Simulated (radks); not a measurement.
C, 6 electrons, occupied as [He] 2s2 2p2. All-electron calculation, scalar-relativistic Kohn-Sham, LDA (Slater exchange, Perdew-Wang correlation), spin-polarised, spherical densities, finite nucleus; open shells are filled with parallel spins first; Fermi nuclear charge, rms radius 2.4702 fm; hard spherical wall at 2 bohr. Program: a radial shooting solver on a logarithmic mesh with Libxc functionals.

Radial electron density D(r) = 4 pi r^2 rho(r):

r (bohr),D(r) (e/bohr),spin D(r)
0.01532,0.3226,-0.000671
0.01673,0.3781,-0.000784
0.01826,0.4426,-0.000914
0.01994,0.5172,-0.00106
0.02178,0.6032,-0.00123
0.02359,0.6926,-0.00141
0.02576,0.8045,-0.00162
0.02813,0.9324,-0.00186
0.03072,1.078,-0.00212
0.03355,1.242,-0.00240
0.03663,1.428,-0.00270
0.04,1.635,-0.00302
0.04368,1.866,-0.00334
0.04732,2.096,-0.00361
0.05167,2.373,-0.00388
0.05642,2.674,-0.00409
0.06161,2.998,-0.00418
0.06728,3.341,-0.00410
0.07347,3.702,-0.00377
0.08023,4.075,-0.00308
0.08761,4.453,-0.00188
0.09491,4.795,-0.000201
0.1036,5.159,0.00251
0.1132,5.501,0.00643
0.1236,5.807,0.0119
0.1349,6.064,0.0194
0.1474,6.258,0.0295
0.1609,6.378,0.0429
0.1757,6.412,0.0604
0.1904,6.362,0.0807
0.2079,6.215,0.109
0.227,5.971,0.144
0.2479,5.639,0.189
0.2707,5.234,0.243
0.2956,4.776,0.310
0.3228,4.292,0.389
0.3524,3.815,0.484
0.3818,3.416,0.584
0.4169,3.045,0.711
0.4553,2.774,0.854
0.4972,2.625,1.01
0.5429,2.610,1.19
0.5928,2.727,1.37
0.6474,2.961,1.55
0.7069,3.280,1.73
0.7658,3.607,1.87
0.8362,3.958,2.00
0.9132,4.237,2.07
0.9972,4.381,2.08
1.089,4.331,2.00
1.189,4.042,1.82
1.298,3.501,1.55
1.418,2.733,1.19
1.536,1.908,0.821
1.677,0.9989,0.426
1.832,0.2859,0.121

D(r) has 2 maxima, at r = 0.174, 1.02 bohr, and minima at 0.526 bohr, inside which lie 2.14 electrons.
